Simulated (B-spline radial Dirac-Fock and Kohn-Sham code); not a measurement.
## Binding energies of Ta⁺

System: the Ta⁺ ion in the configuration [Xe] 4f14 5d2 6s1 6p1 (not the ground configuration); nuclear rms radius 5.3507 fm (A = 181).

Input of the calculation (task.json; shells as n, l, electrons):

```json
{"items": [{
  "Z": 73,
  "q": 1,
  "cfg": [[1, 0, 2], [2, 0, 2], [2, 1, 6], [3, 0, 2], [3, 1, 6], [3, 2, 10], [4, 0, 2], [4, 1, 6], [4, 2, 10], [4, 3, 14], [5, 0, 2], [5, 1, 6], [5, 2, 2], [6, 0, 1], [6, 1, 1]],
  "A": 181,
  "rrms": 5.3507,
  "do": ["binding"]
}]}
```

Run with: `python xray_run.py task.json out`

Model: relaxed Dirac-Fock hole states (ΔSCF) with Breit and QED corrections and a finite nucleus. Program: a radial atomic solver. Correlation energy is missing from these numbers. Energies are counted from the vacuum level. Subshells whose hole state is unreliable or did not converge are left out.

All terms are in eV, carry their sign (relaxation lowers the binding energy) and add up to the binding energy; ⟨r⟩ is the mean radius of the orbital in the initial state.

```tsv
subshell	−ε (Koopmans)	relaxation	Gaunt	retardation	QED	binding energy	⟨r⟩ (bohr)
K	67851.4	-88.31	-240.85	21.85	-114.64	67429.5	0.019
L1	11801.4	-53.19	-26.10	1.83	-16.62	11707.3	0.078
L2	11253.6	-57.61	-45.05	4.84	0.09	11155.9	0.065
L3	9980.8	-54.64	-31.03	6.53	-1.57	9900.0	0.073
M1	2772.7	-30.52	-4.62	0.28	-3.82	2734.0	0.204
M2	2530.3	-31.50	-8.25	0.79	-0.07	2491.2	0.194
M3	2251.9	-29.93	-5.39	1.21	-0.39	2217.4	0.208
M4	1848.2	-32.57	-3.49	0.31	0.30	1812.7	0.183
M5	1788.2	-32.00	-2.32	0.33	0.13	1754.3	0.187
N1	606.0	-12.97	-0.92	0.06	-0.91	591.2	0.459
N2	504.9	-12.72	-1.68	0.16	0.00	490.7	0.466
N3	440.2	-11.61	-0.99	0.26	-0.07	427.8	0.497
N4	273.9	-11.15	-0.43	0.04	0.07	262.4	0.517
N5	261.8	-10.78	-0.20	0.04	0.04	250.9	0.529
N6	53.00	-9.23	0.15	-0.04	0.05	43.92	0.621
N7	50.83	-9.02	0.23	-0.04	0.04	42.04	0.631
O2	66.01	-2.68	-0.19	0.02	0.01	63.16	1.225
O3	56.65	-2.33	-0.09	0.03	0.00	54.25	1.322
O4,5	18.40	-1.13	0.01	0.00	0.01	17.29	1.965
P1	15.93	-0.27	-0.01	0.00	-0.02	15.63	3.071
P2,3	10.03	-0.09	-0.01	0.00	0.00	9.93	4.070
```

For the deepest level, K (1s), the Breit terms make up -0.325 % of the binding energy, QED -0.170 % and orbital relaxation -0.131 %.
